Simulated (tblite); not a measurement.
Compound: C₇H₁₄P (charge +1).
SMILES with atom numbers: `[CH3:1][C@@H:2]1[CH2:3][P@H+:4]1[CH:5]1[CH2:6][CH2:7][CH2:8]1` (hydrogens: H9, H10, H11 on C1; H12 on C2; H13, H14 on C3; H15 on P4; H16 on C5; H17, H18 on C6; H19, H20 on C7; H21, H22 on C8)

Structure optimised with GFN2-xTB, isolated species.

List the bond lengths, angles and torsions at this level.

```
                 bond  length (Å)   order
                C1–C2       1.503  single
                C2–C3       1.532  single
                C3–P4       1.802  single
                P4–C5       1.829  single
                C5–C6       1.540  single
                C6–C7       1.537  single
                C7–C8       1.537  single
                C2–P4       1.823  single
                C5–C8       1.543  single
C1–H9, C1–H10, C1–H11       1.088  single
               C2–H12       1.087  single
               C3–H13       1.083  single
               C3–H14       1.084  single
               P4–H15       1.376  single
               C5–H16       1.094  single
               C6–H17       1.087  single
               C6–H18       1.089  single
               C7–H19       1.086  single
               C7–H20       1.086  single
               C8–H21       1.087  single
               C8–H22       1.090  single
```

Bonds in one row agree within 0.01 Å and their mean is given. Orders are formal, as drawn. A selection of angles:
```
     angle  degrees
  C2–C1–H9    111.3
 C2–C1–H11    109.0
 H9–C1–H10    109.0
 H9–C1–H11    107.9
  C1–C2–C3    119.4
  C1–C2–P4    119.5
 C1–C2–H12    114.6
  C3–C2–P4     64.3
 C3–C2–H12    115.9
 P4–C2–H12    114.1
  C2–C3–P4     65.7
 C2–C3–H13    116.8
 C2–C3–H14    117.4
 P4–C3–H13    118.3
 P4–C3–H14    117.6
H13–C3–H14    113.3
  C3–P4–C5    118.5
 C3–P4–H15    110.4
 C5–P4–H15    115.3
  C2–P4–C3     50.0
  C2–P4–C5    128.5
 C2–P4–H15    114.9
  P4–C5–C6    116.9
  P4–C5–C8    115.2
 P4–C5–H16    107.3
  C6–C5–C8     89.6
 C6–C5–H16    113.7
 C8–C5–H16    113.7
  C5–C6–C7     88.8
 C5–C6–H17    115.6
 C5–C6–H18    113.4
 C7–C6–H17    116.6
 C7–C6–H18    112.5
H17–C6–H18    108.9
  C6–C7–C8     90.0
 C6–C7–H19    112.7
 C6–C7–H20    115.8
 C8–C7–H19    112.7
 C8–C7–H20    115.7
H19–C7–H20    109.0
 C7–C8–H21    116.6
 C7–C8–H22    112.6
  C5–C8–C7     88.8
 C5–C8–H21    115.5
```

Dihedral angles: C1–C2–C3–P4 -111° (anticlinal); C2–C3–P4–C5 -118° (anticlinal); C3–P4–C5–C6 177° (antiperiplanar); P4–C5–C6–C7 131° (anticlinal); C5–C6–C7–C8 -13° (synperiplanar); C6–C7–C8–C5 13° (synperiplanar); C1–C2–P4–C3 111° (anticlinal); P4–C5–C8–C7 -132° (anticlinal).

The C–P distances run from 1.802 Å (C3–P4, drawn single) to 1.829 Å (P4–C5, drawn single), a spread of 0.027 Å. P4 (phosphonium phosphorus) has angles from 50.0° to 128.5°. The 4-membered ring C5–C6–C7–C8 has internal angles of 88.8° to 90.0° (sum 357°, against 360° for a flat polygon); it is puckered, 0.09 Å rms from its mean plane, widest ring torsion 13°. The 6 C–C bonds span 1.503 Å (C1–C2, drawn single) to 1.543 Å (C5–C8, drawn single), a spread of 0.040 Å. The 3-membered ring C2–C3–P4 has internal angles of 50.0° to 65.7°.

Point group: C1 (no symmetry element, even within 0.4 Å). Its GFN2-xTB frequencies are all real (lowest 32 cm⁻¹). 2 starts were optimised and ended at 0.00 and 1.15 kcal/mol (GFN2-xTB); the lowest of these is shown.

Hardware: Intel Xeon Platinum 8259CL at 2.50 GHz, one thread, shared host with 96 logical CPUs at a one-minute load of 110. Cost: 3.7 s wall. This is the geometry optimisation.

One conformer stands for the species.

The numbers are calculated, not measured.
